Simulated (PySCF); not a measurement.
CH4Br2Ge.

```xyz
8

Ge    -0.4092    -0.6400     0.0000
C      0.6722    -2.2605     0.0000
Br     0.1195     0.6082     1.8934
Br     0.1195     0.6082    -1.8934
H     -1.9329    -0.8459     0.0000
H      0.4465    -2.8505     0.9004
H      0.4465    -2.8505    -0.9004
H      1.7351    -1.9830     0.0000
```
Charge 0, spin multiplicity 1.

The structure is a stationary point at B3LYP-D3(BJ)/def2-SVP.

The numbers are results of PBE/pcSseg-1 run with PySCF, not measurements. Non-relativistic, no solvent.

Computed absolute GIAO shielding of each atom: isotropic value and principal components (ppm):
```tsv
atom	σ(iso)	σ11	σ22	σ33	span
Ge1	1109.2	944.2	1182.7	1200.6	256.3
C2	162.0	143.2	156.4	186.2	43.0
Br3	2342.3	1962.6	2281.3	2783.1	820.5
Br4	2342.3	1962.6	2281.3	2783.1	820.5
H5	24.3	17.0	19.6	36.2	19.2
H6	30.0	24.9	27.4	37.8	12.9
H7	30.0	24.9	27.4	37.8	12.9
H8	29.7	26.0	27.7	35.5	9.5
```
